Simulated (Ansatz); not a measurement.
`FB[SiH2][SiH3]` + HCl → `[SiH3][SiH2]BCl` + H–F at 500 K and 1 bar (ligand exchange at a B–F bond).

Program: Ansatz. Geometries: PBE0-D4/def2-TZVP. ΔE: electronic, gas phase. CCSD(T)/CBS adds triple-zeta CCSD(T) − MP2 to the extrapolated MP2 energy (def2 sets, frozen cores). This one scheme is used for every species. One conformer a species, not always the lowest.

```csv
species,CCSD(T)/CBS energy (Eh),H − E (kJ/mol),S (J/(mol·K))
`FB[SiH2][SiH3]`,-706.37300,197.0,424.5
HCl,-460.38127,32.5,201.9
`[SiH3][SiH2]BCl`,-1066.34562,194.7,436.7
H–F,-100.39570,39.4,188.7
```

H − E and S are ideal-gas, rigid-rotor, harmonic terms from PBE0-D4/def2-TZVP, for one conformer and one mirror image of each species. 1 Eh = 2625.50 kJ/mol, R = 8.31446 J/(mol·K).

Question: By hand: ΔE, ΔH, ΔS and ΔG.

Answer: ΔE = (-1066.34562) + (-100.39570) − (-706.37300) − (-460.38127) = 0.01295 Eh = 34.0 kJ/mol. Δ(H − E) = 194.7 + 39.4 − 197.0 − 32.5 = 4.6, so ΔH = 38.6 kJ/mol. ΔS = 436.7 + 188.7 − 424.5 − 201.9 = -1.0 J/(mol·K). ΔG = 38.6 − 500 × (-1.0)/1000 = 39.1 kJ/mol.

Question: By hand: the equilibrium constant, and the temperature at which ΔG would vanish if ΔH and ΔS stayed fixed.

Answer: log₁₀ K = −ΔG/(RT ln 10) = -4.1. ΔH and −TΔS have one sign here, so there is no such temperature.

The number of gas molecules stays the same, so ΔS is small and ΔH decides. A doubt of 5 kJ/mol in ΔE shifts log₁₀ K by 0.5 here. Other conformers and mirror images would add mixing entropy, several J/(mol·K) or more a flexible species. Modes under 60 cm⁻¹, often nearly free rotors, make the harmonic entropy too high. These are equilibria of isolated gas molecules and say nothing of rates. Largest T1 diagnostic: 0.015 (customary marks: 0.02 for closed shells, 0.045 for open ones).

ΔS is within the doubt of such terms, so its sign, and with it that verdict, could turn.
